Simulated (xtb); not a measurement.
Input for xtb: GFN1-xTB on C2H7Ga (SMILES C[CH2][GaH2]), a point of a torsion scan.

```
$ xtb mol.xyz --gfn 1 --sp --chrg 0 --uhf 0
10

C     -0.97330761     0.49154453     0.30619345
C     -0.40214278    -0.73126824    -0.43018679
Ga     1.62125091    -0.78926456    -0.18893131
H     -2.06366077     0.48913459     0.28743902
H     -0.62263616     1.41818634    -0.15169770
H     -0.65125636     0.49049421     1.35074952
H     -0.66320279    -0.68375363    -1.49558801
H     -0.87357067    -1.63860656    -0.03061665
H      2.70012125    -0.74044332    -1.35188898
H      2.28998273    -0.75668356     1.24987189
```

The log:

```
[...]
           -------------------------------------------------
          |                Calculation Setup                |
           -------------------------------------------------



           -------------------------------------------------
          |                 G F N 1 - x T B                 |
           -------------------------------------------------

        Reference                      10.1021/acs.jctc.7b00118
      * Hamiltonian:
        H0-scaling (s, p, d)           1.850000    2.250000    2.000000
        zeta-weighting                 0.000000
      * Dispersion:
        s8                             2.400000
        a1                             0.630000
        a2                             5.000000
        s9                             0.000000
      * Repulsion:
        kExp                           1.500000
        rExp                           1.000000
      * Coulomb:
        alpha                          2.000000
        third order                    atomic
        anisotropic                    false
      * Halogen bond correction:
        rad-scale                      1.300000
        damping                        0.440000


          ...................................................
          :                      SETUP                      :
          :.................................................:
          :  # basis functions                  32          :
          :  # atomic orbitals                  31          :
          :  # shells                           21          :
          :  # electrons                        18          :
          :  # halogen bonds                     0          :
          :  max. iterations                   250          :
          :  Hamiltonian                  GFN1-xTB          :
          :  restarted?                      false          :
          :  GBSA solvation                  false          :
          :  PC potential                    false          :
          :  electronic temp.          300.0000000     K    :
          :  accuracy                    1.0000000          :
          :  -> integral cutoff          0.2500000E+02      :
          :  -> integral neglect         0.1000000E-07      :
          :  -> SCF convergence          0.1000000E-05 Eh   :
          :  -> wf. convergence          0.2000000E-04 e    :
          :  Broyden damping             0.4000000          :
          :  net charge                          0          :
          :  unpaired electrons                  0          :
          ...................................................

 iter      E             dE          RMSdq      gap      omega  full diag
   1     -9.3770838 -0.937708E+01  0.683E+00    5.79       0.0  T
   2     -9.4021920 -0.251083E-01  0.424E+00    6.15       1.0  T
   3     -9.4025463 -0.354265E-03  0.595E-01    5.85       1.0  T
   4     -9.4036351 -0.108881E-02  0.146E-01    6.01       1.0  T
   5     -9.4036840 -0.488660E-04  0.120E-02    6.01       2.6  T
   6     -9.4036844 -0.461292E-06  0.219E-03    6.01      14.5  T
   7     -9.4036845 -0.126208E-07  0.643E-04    6.01      49.2  T
   8     -9.4036845 -0.786324E-09  0.150E-04    6.01     210.7  T
   9     -9.4036845 -0.333102E-10  0.307E-05    6.01    1029.3  T

   *** convergence criteria satisfied after 9 iterations ***

         #    Occupation            Energy/Eh            Energy/eV
      -------------------------------------------------------------
         1        2.0000           -0.6371200             -17.3369
       ...           ...                  ...                  ...
         3        2.0000           -0.5531762             -15.0527
         4        2.0000           -0.5386751             -14.6581
         5        2.0000           -0.5198436             -14.1457
         6        2.0000           -0.4896693             -13.3246
         7        2.0000           -0.4777844             -13.0012
         8        2.0000           -0.4420110             -12.0277
         9        2.0000           -0.4131101             -11.2413 (HOMO)
        10                         -0.1921812              -5.2295 (LUMO)
        11                         -0.1771103              -4.8194
        12                         -0.1397885              -3.8038
        13                         -0.1221330              -3.3234
        14                         -0.1121375              -3.0514
       ...                                ...                  ...
        31                          0.8020427              21.8247
      -------------------------------------------------------------
                  HL-Gap            0.2209289 Eh            6.0118 eV
             Fermi-level           -0.3026457 Eh           -8.2354 eV

 SCC (total)                   0 d,  0 h,  0 min,  0.007 sec
 SCC setup                      ...        0 min,  0.000 sec (  1.450%)
 Dispersion                     ...        0 min,  0.000 sec (  0.570%)
 classical contributions        ...        0 min,  0.000 sec (  0.502%)
 integral evaluation            ...        0 min,  0.002 sec ( 23.739%)
 iterations                     ...        0 min,  0.002 sec ( 24.891%)
 molecular gradient             ...        0 min,  0.003 sec ( 45.917%)
 printout                       ...        0 min,  0.000 sec (  2.781%)

         :::::::::::::::::::::::::::::::::::::::::::::::::::::
         ::                     SUMMARY                     ::
         :::::::::::::::::::::::::::::::::::::::::::::::::::::
         :: total energy              -9.298911245954 Eh    ::
         :: gradient norm              0.014690916210 Eh/a0 ::
         :: HOMO-LUMO gap              6.011781252998 eV    ::
         ::.................................................::
         :: SCC energy                -9.403684455124 Eh    ::
         :: -> electrostatic           0.005469459743 Eh    ::
         :: repulsion energy           0.107159732223 Eh    ::
         :: dispersion energy         -0.002386523054 Eh    ::
         :: halogen bond corr.         0.000000000000 Eh    ::
         :: add. restraining           0.000000000000 Eh    ::
         :: total charge              -0.000000000000 e     ::
         :::::::::::::::::::::::::::::::::::::::::::::::::::::

           -------------------------------------------------
          |                Property Printout                |
           -------------------------------------------------

    * Orbital Energies and Occupations

         #    Occupation            Energy/Eh            Energy/eV
      -------------------------------------------------------------
         1        2.0000           -0.6371200             -17.3369
         2        2.0000           -0.5969249             -16.2432
         3        2.0000           -0.5531762             -15.0527
         4        2.0000           -0.5386751             -14.6581
         5        2.0000           -0.5198436             -14.1457
         6        2.0000           -0.4896693             -13.3246
         7        2.0000           -0.4777844             -13.0012
         8        2.0000           -0.4420110             -12.0277
         9        2.0000           -0.4131101             -11.2413 (HOMO)
        10                         -0.1921812              -5.2295 (LUMO)
        11                         -0.1771103              -4.8194
        12                         -0.1397885              -3.8038
        13                         -0.1221330              -3.3234
        14                         -0.1121375              -3.0514
        15                         -0.1048793              -2.8539
        16                         -0.0887733              -2.4156
        17                         -0.0562261              -1.5300
Note: The following floating-point exceptions are signalling: IEEE_DENORMAL
normal termination of xtb
        18                         -0.0508666              -1.3842
        19                         -0.0277469              -0.7550
        20                         -0.0122823              -0.3342
       ...                                ...                  ...
        31                          0.8020427              21.8247
      -------------------------------------------------------------
                  HL-Gap            0.2209289 Eh            6.0118 eV
             Fermi-level           -0.3026457 Eh           -8.2354 eV

  Mulliken/CM5 charges         n(s)   n(p)   n(d)
     1C    -0.06129 -0.21018   1.004  3.058  0.000
     2C    -0.16494 -0.26315   1.034  3.131  0.000
     3Ga    0.34954  0.22912   1.324  1.194  0.132
     4H     0.02393  0.07500   0.976  0.000  0.000
     5H     0.02557  0.07749   0.974  0.000  0.000
     6H     0.02726  0.07941   0.973  0.000  0.000
     7H     0.03124  0.08525   0.969  0.000  0.000
     8H     0.03289  0.08698   0.967  0.000  0.000
     9H    -0.13040 -0.07832   1.130  0.000  0.000
    10H    -0.13379 -0.08158   1.134  0.000  0.000

Wiberg/Mayer (AO) data.
largest (>0.10) Wiberg bond orders for each atom

 ---------------------------------------------------------------------------
     #   Z sym  total        # sym  WBO       # sym  WBO       # sym  WBO
 ---------------------------------------------------------------------------
     1   6 C    3.998 --     2 C    1.009     4 H    0.984     5 H    0.977
                             6 H    0.972
     2   6 C    3.953 --     1 C    1.009     7 H    0.952     8 H    0.950
                             3 Ga   0.900
     3  31 Ga   2.799 --     2 C    0.900    10 H    0.868     9 H    0.864
     4   1 H    1.009 --     1 C    0.984
     5   1 H    1.005 --     1 C    0.977
     6   1 H    1.006 --     1 C    0.972
     7   1 H    1.005 --     2 C    0.952
     8   1 H    1.005 --     2 C    0.950
     9   1 H    0.987 --     3 Ga   0.864
    10   1 H    0.985 --     3 Ga   0.868
 ---------------------------------------------------------------------------

Topologies differ in total number of bonds
Writing topology from bond orders to xtbtopo.mol

 dipole moment from electron density (au)
     X       Y       Z
  -0.5044  -0.0422  -0.0960  total (Debye):    1.309


           -------------------------------------------------
          | TOTAL ENERGY               -9.298911245954 Eh   |
          | GRADIENT NORM               0.014690916210 Eh/α |
          | HOMO-LUMO GAP               6.011781252998 eV   |
           -------------------------------------------------

------------------------------------------------------------------------
------------------------------------------------------------------------
 total:
 SCF:
```

The run finished.

Cost: about 0.020 core-seconds (a rough figure).
